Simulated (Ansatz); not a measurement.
FH3MgOSi (`[F][Mg][O][SiH3]`) from Hartree–Fock to CCSD(T)

```json
{"atom": "F1", "x (Å)": "1.4849", "y (Å)": "1.7862", "z (Å)": "-3.1632"}
{"atom": "Mg2", "x (Å)": "0.8240", "y (Å)": "0.9908", "z (Å)": "-1.7548"}
{"atom": "O3", "x (Å)": "0.1496", "y (Å)": "0.1794", "z (Å)": "-0.3179"}
{"atom": "Si4", "x (Å)": "-0.4616", "y (Å)": "-0.5552", "z (Å)": "0.9832"}
{"atom": "H5", "x (Å)": "-1.7687", "y (Å)": "0.0462", "z (Å)": "1.3774"}
{"atom": "H6", "x (Å)": "-0.6892", "y (Å)": "-2.0069", "z (Å)": "0.7253"}
{"atom": "H7", "x (Å)": "0.4611", "y (Å)": "-0.4406", "z (Å)": "2.1500"}
```

The species carries charge 0 and has multiplicity 1. Correlated methods include outer-core shells of Mg, which these sets cover unevenly. The geometry is a stationary point of PBE0-D4/def2-TZVP. It is one conformer, not always the lowest. Frozen core, restricted reference, the Gaussian-basis code of Ansatz. CBS rows extrapolate triple and quadruple zeta; past MP2 they add the triple-zeta difference. For Mg the program correlates outer-core shells too, which these sets cover unevenly, so the extrapolated numbers aren't a true limit.

```csv
basis,HF (Eh),MP2 corr.,CCSD corr.,(T),CCSD(T) total
def2-SVP,-664.44599,-0.51071,-0.53440,-0.00936,-664.98975
def2-TZVPP,-664.84351,-0.81664,-0.83962,-0.02170,-665.70483
def2-QZVPP,-664.87279,-0.91195,–,–,–
CBS(def2),-664.87682,-0.98255,-1.00553,as TZ,-665.90405
```
